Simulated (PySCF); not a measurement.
## Calculated NMR parameters of O=CO[C@@H]1CC[C@@H]2C[C@@H]2C1

* Formula: C8H12O2
* SMILES: O=CO[C@@H]1CC[C@@H]2C[C@@H]2C1
* Point group of the computed structure: C1
* Degrees of unsaturation: 3
* Carbon signals: 8
* Proton signals: 12

Numbering as in the mapped SMILES `[O:1]=[CH:2][O:3][C@@H:4]1[CH2:5][CH2:6][C@@H:7]2[CH2:8][C@@H:9]2[CH2:10]1`. Each H is labelled by its parent atom. Ha(C8) is cis to C6 on the ring; Ha(C5), Ha(C6), Ha(C10) are cis to O3 on the ring; Hb(C8) is trans to C6 on the ring; Hb(C5), Hb(C6), Hb(C10) are trans to O3 on the ring.

[PySCF 2.14.0 with density-fitted response routines: NMR shieldings at PBE0/pcSseg-1/GIAO; GFN2-xTB geometry; a single conformation; isolated molecule; non-relativistic]

δ = σ(ref) − σ, references computed at the same level: ¹H (31.72 ppm) and ¹³C (186.93 ppm) against TMS; H2O for ¹⁷O (336.08 ppm).

| carbon | δC, type | δH (multiplicity) | HMBC from (2–3 bonds) | span of the C tensor (ppm) |
| --- | --- | --- | --- | --- |
| C2 | 165.3, CH | 8.09 (s) | H(C4) | 156 |
| C4 | 73.8, CH | 4.81 (m) | H(C2), Hb(C10), Ha(C6), Hb(C6), Hb(C5), Ha(C10), Ha(C5), H(C9) | 75 |
| C5 | 28.5, CH2 | Ha(C5) 1.23 (m); Hb(C5) 1.57 (m) | H(C4), Hb(C10), Ha(C6), Hb(C6), Ha(C10), H(C7) | 27 |
| C6 | 27.1, CH2 | Ha(C6) 2.17 (m); Hb(C6) 2.08 (m) | H(C4), Hb(C5), Ha(C5), H(C9), H(C7), Hb(C8), Ha(C8) | 15 |
| C7 | 13.7, CH | 0.89 (m) | Hb(C10), Ha(C6), Hb(C6), Hb(C5), Ha(C10), Ha(C5), H(C9), Hb(C8), Ha(C8) | 64 |
| C8 | 12.6, CH2 | Hb(C8) 0.68 (m); Ha(C8) -0.04 (m) | Hb(C10), Ha(C6), Hb(C6), Ha(C10), H(C9), H(C7) | 61 |
| C9 | 11.4, CH | 0.96 (m) | H(C4), Hb(C10), Ha(C6), Hb(C6), Ha(C10), H(C7), Hb(C8), Ha(C8) | 68 |
| C10 | 34.0, CH2 | Ha(C10) 1.35 (m); Hb(C10) 2.72 (m) | H(C4), Hb(C5), Ha(C5), H(C9), H(C7), Hb(C8), Ha(C8) | 34 |

Other nuclei:
```csv
atoms,nucleus,environment,δ (ppm),σ (ppm)
O1,¹⁷O,ester carbonyl oxygen,437.3,-101.2
O3,¹⁷O,ester alkoxy oxygen,244.0,92.0
```

- Carbon types of the structure: 4 × CH, 4 × CH2, which accounts for all hydrogens.
- δC 165.3: ester carbonyl carbon; lone-pair donation from the attached heteroatom keeps it upfield of a ketone carbonyl.
- δC 73.8: sp3 CH bonded to O; deshielded by the electronegative neighbour.
- δC 34.0, 28.5, 27.1: sp3 CH2 in a ring; aliphatic region, no heteroatom directly attached.
- δH 4.81: hydrogen on an sp3 CH bonded to O; its carbon carries O, hence the downfield position.
- δH 0.96, 0.89, 0.68, -0.04: hydrogen on a three-membered-ring carbon; cyclopropane-type protons are shielded by the ring.

Shifts are as computed. Against solution values, carbons near 30 ppm lie about +3 ppm off and those near 130 ppm about +5 ppm. Of 1211 compounds with measured shifts, 218 miss one by over three times the rms of a fit or turn the order of signals round; such compounds aren't used in these exercises. Unscaled 17O shifts of doubly bonded oxygen tend to come out too high, by tens of ppm or more. Experimental scales use liquid or dissolved standards, which lie at an offset from isolated H2O (liquid H2O: subtract about 36 ppm). No couplings were computed; multiplicities are counted from neighbouring protons, with m where these are inequivalent, close in shift, in a saturated or five-membered ring or joined by F or P, and br s for small geminal =CH2 splittings.
